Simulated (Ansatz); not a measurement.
## Relative stability

The two ends of one reaction step of BH4BrO3, singlet (PBE0-D4/def2-TZVP).

A:

```
9
angstrom
B 0.3071 -0.9133 0.4414
O -0.7768 2.4280 -1.0335
O 0.9192 -2.1147 0.3774
O -0.5687 -0.5236 -0.5118
H -0.5476 2.7947 -0.1771
Br 0.6406 0.3174 1.8955
H -0.8216 1.4774 -0.8836
H 1.5217 -2.2897 1.1038
H -0.6740 -1.1763 -1.2120
```

B:

B1  (-0.236, -0.459, -0.514)
O2  (-0.472, 0.868, -0.218)
O3  (0.609, -1.197, 0.249)
O4  (-0.873, -1.002, -1.587)
H5  (0.412, 1.563, 1.241)
Br6  (1.289, 1.584, 2.389)
H7  (-1.086, 1.284, -0.827)
H8  (1.006, -0.714, 0.983)
H9  (-0.649, -1.927, -1.716)
(Å)

Computed with Ansatz 0.2.0 (basis: def2-TZVPP); correlated methods freeze the cores. Filled d shells of the heavier atoms are correlated. The def2 sets are not built for correlating such inner shells, so the correlated values are less sure here. B3LYP uses VWN-RPA correlation.

Q: Which structure is lower at CCSD(T), and by how much? (An estimate is asked for; the value comes from the calculation.)

A: The calculation gives: B, by 13.07 kcal/mol (electronic energy, against the other). By their contacts, A is a complex of BH₂BrO₂ ([OH][B]([OH])[Br]) + H₂O and B is a complex of BH₃O₃ ([OH][B]([OH])[OH]) + HBr.

All methods give the same order:

| method | E(B) − E(A) (kcal/mol) |
| --- | --- |
| SPW92 | -17.15 |
| PBE-D4 | -12.75 |
| BLYP-D4 | -13.79 |
| r2SCAN-D4 | -13.88 |
| B97M-V | -14.25 |
| PBE0-D4 | -13.08 |
| B3LYP-D4 | -14.17 |
| r2SCAN0-D4 | -13.99 |
| BHLYP-D4 | -14.75 |
| CAM-B3LYP-D4 | -15.42 |
| wB97X-V | -13.29 |
| wB97M-V | -13.40 |
| B2PLYP | -13.69 |
| PBE-QIDH | -13.04 |
| RPA on PBE | -12.26 |
| HF | -14.25 |
| MP2 | -12.17 |
| CCSD | -13.32 |
| CCSD(T) | -13.07 |

T1 diagnostic: at most 0.010.

Labels in which every atom is bracketed show which atoms are joined, not bond orders.

For scale, one of the runs: CCSD(T)/def2-TZVPP, 228 basis functions, launched by `ansatz run in.yaml --threads 8 --pin off --events-out ev --progress --plain --max-ram 19148MiB`. Time: 2.1 min of wall clock on 8 CPU threads of an Arm Neoverse V1; the host was shared. Peak host memory: 4.3 GiB.
